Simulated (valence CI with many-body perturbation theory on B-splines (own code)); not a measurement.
**Energy levels of Co V**

Level of theory: valence CI with perturbative core correlation (CI+MBPT): five valence electrons over a frozen Dirac-Fock core [Ar], radial functions for each j: 7 s, 7 p, 8 d, 6 f, 4 g, 1 h, with the one-electron correlation potential Σ1 (screened to all orders), the two-electron term Σ2, the three-electron term Σ3, Breit, model QED; selected single and double excitations, second order for the rest, scaled by the run's own slope (own B-spline code, finite nucleus).

Set against measurement, 24 paired levels are off by 2284 cm⁻¹ on average, the worst by 7465. These come from a selection out of Sugar and Corliss, J. Phys. Chem. Ref. Data 10, 1097 (1981). Levels without a partner in it may be off by more, other configurations by 1,000 to 8,000 cm⁻¹. Among the levels kept, up to 1500 cm⁻¹ of a level comes from second order outside the variational space, and about a tenth of that is noise between levels of different J, which matters for small intervals. Only levels of the ground parity were solved; by the run's estimate the other parity begins above the list, which can be wrong where configurations are misplaced. 1 measured level below the end of the list, from 60532 cm⁻¹ on, found no clear computed partner, and computed levels of the same name lie up to 9159 cm⁻¹ from them.

Levels 1 to 45 of 46, with energies above the lowest level, 3d⁵ ⁶S_5/2. "Leading %" is the weight of the configuration and term that name the level; weights of strongly mixed levels are sums over their largest components and can fall short. In the jj column 3d3/2^4 stands for four electrons in 3d with j = 3/2. Lifetimes count E1, E2, E3, M1 and M2 decay at the calculated energies, and are blank where another channel may lead or the interval is too uncertain; long ones can be off by a factor of two.

```tsv
No.	Configuration	Term	J	E (cm⁻¹)	Leading %	Leading jj	Second component	Lifetime
1	3d⁵	⁶S	5/2	0.0	99	3d3/2^2 3d5/2^3 (43 %)		
2	3d⁵	⁴G	11/2	36194	99	3d3/2^2 3d5/2^3 (51 %)		
3	3d⁵	⁴G	5/2	36255	99	3d3/2^2 3d5/2^3 (40 %)		31500 s
4	3d⁵	⁴G	9/2	36256	99	3d3/2^2 3d5/2^3 (66 %)		
5	3d⁵	⁴G	7/2	36275	99	3d3/2^2 3d5/2^3 (43 %)		
6	3d⁵	⁴P	5/2	40806	90	3d3/2^4 3d5/2 (30 %)	8 % 3d⁵ ⁴D	336 ms
7	3d⁵	⁴P	3/2	40947	93	3d3/2^2 3d5/2^3 (50 %)	6 % 3d⁵ ⁴D	511 ms
8	3d⁵	⁴P	1/2	41093	97	3d3/2^2 3d5/2^3 (53 %)		
9	3d⁵	⁴D	7/2	44276	99	3d3/2^2 3d5/2^3 (55 %)		
10	3d⁵	⁴D	1/2	44470	97	3d3/2^2 3d5/2^3 (79 %)		
11	3d⁵	⁴D	3/2	44567	93	3d3/2 3d5/2^4 (48 %)	6 % 3d⁵ ⁴P	4.09 s
12	3d⁵	⁴D	5/2	44568	91	3d3/2^2 3d5/2^3 (41 %)	8 % 3d⁵ ⁴P	3.37 s
13	3d⁵	²I	11/2	52266	98	3d3/2^2 3d5/2^3 (48 %)		
14	3d⁵	²I	13/2	52294	99	3d3/2^2 3d5/2^3 (99 %)		1600 s
15	3d⁵	²D	5/2	56812	69	3d3/2^4 3d5/2 (36 %)	28 % 3d⁵ ²F	467 ms
16	3d⁵	²D	3/2	57573	92	3d3/2^2 3d5/2^3 (61 %)	7 % 3d⁵ ⁴F	1.10 s
17	3d⁵	²F	7/2	59004	95	3d3/2^2 3d5/2^3 (36 %)		635 ms
18	3d⁵	⁴F	5/2	60011	46	3d3/2^2 3d5/2^3 (55 %)	42 % 3d⁵ ²F	
19	3d⁵	⁴F	9/2	60178	95	3d3/2^2 3d5/2^3 (52 %)		836 ms
20	3d⁵	⁴F	7/2	60333	94	3d3/2 3d5/2^4 (44 %)		783 ms
21	3d⁵	⁴F	3/2	60576	92	3d3/2 3d5/2^4 (43 %)	7 % 3d⁵ ²D	698 ms
22	3d⁵	⁴F	5/2	60714	50	3d5/2^5 (43 %)	29 % 3d⁵ ²F	
23	3d⁵	²H	9/2	63433	82	3d3/2^2 3d5/2^3 (65 %)	16 % 3d⁵ ²G	998 ms
24	3d⁵	²H	11/2	63908	98	3d3/2 3d5/2^4 (59 %)		
25	3d⁵	²G	7/2	65097	98	3d3/2^2 3d5/2^3 (66 %)		
26	3d⁵	²G	9/2	65561	80	3d3/2 3d5/2^4 (59 %)	17 % 3d⁵ ²H	
27	3d⁵	²F	5/2	69691	98	3d3/2^2 3d5/2^3 (56 %)		2.07 s
28	3d⁵	²F	7/2	69841	98	3d3/2 3d5/2^4 (37 %)		1.97 s
29	3d⁵	²S	1/2	76597	99	3d3/2^3 3d5/2^2 (40 %)		
30	3d⁵	²D	3/2	85174	99	3d3/2^3 3d5/2^2 (34 %)		
31	3d⁵	²D	5/2	85217	98	3d3/2 3d5/2^4 (34 %)		
32	3d⁵	²G	9/2	94541	99	3d3/2^2 3d5/2^3 (81 %)		
33	3d⁵	²G	7/2	94561	99	3d3/2^2 3d5/2^3 (49 %)		
34	3d⁵	²P	3/2	114930	98	3d3/2^2 3d5/2^3 (74 %)		33.5 ms
35	3d⁵	²P	1/2	114960	99	3d3/2^2 3d5/2^3 (46 %)		32.3 ms
36	3d⁵	²D	5/2	124580	99	3d3/2^2 3d5/2^3 (82 %)		35.0 ms
37	3d⁵	²D	3/2	124620	98	3d3/2 3d5/2^4 (46 %)		34.6 ms
38	3d⁴4s	⁶D	1/2	198810	98	3d3/2^2 3d5/2^2 4s (45 %)		101 μs
39	3d⁴4s	⁶D	3/2	199030	98	3d3/2^3 3d5/2 4s (42 %)		100 μs
40	3d⁴4s	⁶D	5/2	199400	98	3d3/2^2 3d5/2^2 4s (62 %)		99.9 μs
41	3d⁴4s	⁶D	7/2	199880	98	3d3/2 3d5/2^3 4s (44 %)		99.1 μs
42	3d⁴4s	⁶D	9/2	200460	98	3d3/2 3d5/2^3 4s (44 %)		98.2 μs
43	3d⁴4s	⁴D	1/2	209360	97	3d3/2^2 3d5/2^2 4s (33 %)		38.0 μs
44	3d⁴4s	⁴D	3/2	209700	97	3d3/2^2 3d5/2^2 4s (50 %)		38.0 μs
45	3d⁴4s	⁴D	5/2	210240	97	3d3/2^2 3d5/2^2 4s (49 %)		37.9 μs
```

Names give the largest LS component (configuration and term), which can be under half, so a name can repeat, a term be missing and a line seem to break the LS rules; names also repeat where a configuration has a term twice.

Where two levels of one J and parity lie close, their mixing, g and order are uncertain.

The ionisation energy to 3d⁴ ⁵D0 of the next ion comes out as 78.273 eV (NIST: 79.5 ± 0.2 eV (semi-empirical), further off than twice its uncertainty). All 46 levels together are meant to be complete up to 219610 cm⁻¹.
